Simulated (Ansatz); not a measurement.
`C[C](=O)[Al]([CH3])[F]`. Charge 0, multiplicity 1. Geometry: relaxed with PBE0-D4/def2-TZVP. It is one conformer, not always the lowest.

```xyz
12

C    -0.189   -1.338   -1.436
C    -1.112   -0.264   -0.921
O    -2.211   -0.101   -1.405
Al   -0.561    0.960    0.606
C     1.132    0.883    1.552
F    -1.683    2.089    1.034
H     0.080   -2.018   -0.619
H     0.748   -0.886   -1.780
H    -0.655   -1.898   -2.250
H     1.212    1.658    2.318
H     1.265   -0.088    2.039
H     1.974    1.002    0.862
```

(1) What is the dipole moment at r2SCAN/def2-TZVPP? (Estimate.)

(2) And with PBE, B3LYP, ωB97M-V? (Best estimate.)

(3) Give the Mulliken charges with r2SCAN, ωB97M-V, PBE in def2-TZVPP. (Best estimate.)

Answers

(1) Ansatz gave: 3.96 D, with components (3.58, -1.58, 0.58) D in this frame, pointing from negative to positive charge.

(2) Computed: PBE 3.83 D, B3LYP 4.03 D, ωB97M-V 4.04 D.

(3) Ansatz gave: 
```tsv
atom	r2SCAN	ωB97M-V	PBE
C1	-0.10	-0.25	-0.16
C2	0.05	0.01	0.00
O3	-0.29	-0.27	-0.22
Al4	0.69	0.68	0.53
C5	-0.38	-0.51	-0.41
F6	-0.34	-0.33	-0.30
H7	0.05	0.10	0.08
H8	0.05	0.10	0.08
H9	0.06	0.11	0.09
H10	0.08	0.13	0.11
H11	0.07	0.11	0.10
H12	0.07	0.11	0.10
```

B3LYP here is the variant with VWN-RPA as its local correlation; programs differ in this.
